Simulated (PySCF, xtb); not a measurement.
**F2SiSn: which of two structures lies lower**

Structure X: a triplet given by its coordinates. Structure Y: a triplet given by its coordinates. Both are isolated molecules in the gas phase, relaxed with B3LYP-D3(BJ)/def2-SVP.

X (Å):

```yaml
atoms:
  - { symbol: F, position_ang: [-1.2137, -1.7028, -0.9335] }
  - { symbol: F, position_ang: [-2.0229, 0.2187, 0.4930] }
  - { symbol: Si, position_ang: [-0.7720, -0.8053, 0.3451] }
  - { symbol: Sn, position_ang: [1.3640, -0.9644, 1.8017] }
```

Close contacts (Å): F1–Si3 1.62, F2–Si3 1.62, Si3–Sn4 2.59.

Y (Å):

```yaml
atoms:
  - { symbol: F, position_ang: [-0.0155, -1.2750, 2.5768] }
  - { symbol: F, position_ang: [-1.2484, -0.4814, -2.0291] }
  - { symbol: Si, position_ang: [0.2397, -1.4958, 0.9664] }
  - { symbol: Sn, position_ang: [-1.7606, -0.0718, -0.1678] }
```

Close contacts (Å): F1–Si3 1.65, F2–Sn4 1.97, Si3–Sn4 2.70.

Q: Which of the two would you expect CCSD(T)/def2-SVP + ΔMP2/def2-TZVPP electronic energies to favour?

A: Structure X; the calculation gives E(Y) − E(X) = +1.333 eV.

Level by level:

```csv
level,geometry,E(Y) − E(X) (eV),departure from the last row (eV),"job, with rough time for the two"
GFN2-xTB,GFN2-xTB,+0.027,−1.306,"optimisation, 0.19 s"
HF/STO-3G,GFN2-xTB,+0.801,−0.532,"single point, 1.9 s"
r2SCAN-D4/def2-SVP,GFN2-xTB,+1.187,−0.146,"single point, 2.7 min"
B3LYP-D3(BJ)/def2-SVP,B3LYP-D3(BJ)/def2-SVP,+1.125,−0.208,"optimisation, 2.1 min"
HF/def2-SVP,B3LYP-D3(BJ)/def2-SVP,+1.452,+0.119,part of the CCSD(T) run
MP2/def2-SVP,B3LYP-D3(BJ)/def2-SVP,+1.438,+0.105,part of the CCSD(T) run
CCSD(T)/def2-SVP,B3LYP-D3(BJ)/def2-SVP,+1.274,−0.058,single point
CCSD(T)/def2-SVP + ΔMP2/def2-TZVPP,B3LYP-D3(BJ)/def2-SVP,+1.333,,"single point, 2.4 min"
```

None of the levels shown reverses the order. The largest departure from CCSD(T)/def2-SVP + ΔMP2/def2-TZVPP is that of GFN2-xTB, 1.306 eV. The last row adds to CCSD(T) the change of the MP2 difference between the two basis sets, here +0.058 eV. The triplet state of X needn't be its ground state. The triplet state of Y needn't be its ground state.

With thermal terms from frequencies at re-optimised GFN2-xTB minima (ideal gas, soft modes damped towards free rotors, one conformer each, 298.15 K, 1 atm): on the last row, ΔE + ΔZPE = +1.278, ΔH = +1.299, ΔG = +1.226 eV.

Open shells are spin-unrestricted. The correlated steps freeze 11 core orbitals; the filled d shell of Sn is correlated, in a basis made for valence electrons. Atoms past krypton carry core potentials in the def2 sets, other sets are all-electron and non-relativistic, and no spin–orbit term is included. Programs: PySCF 2.14.0, xtb 6.7.1; the last row on 2 threads of Intel(R) Xeon(R) Platinum 8488C (Sapphire Rapids) on a shared host.
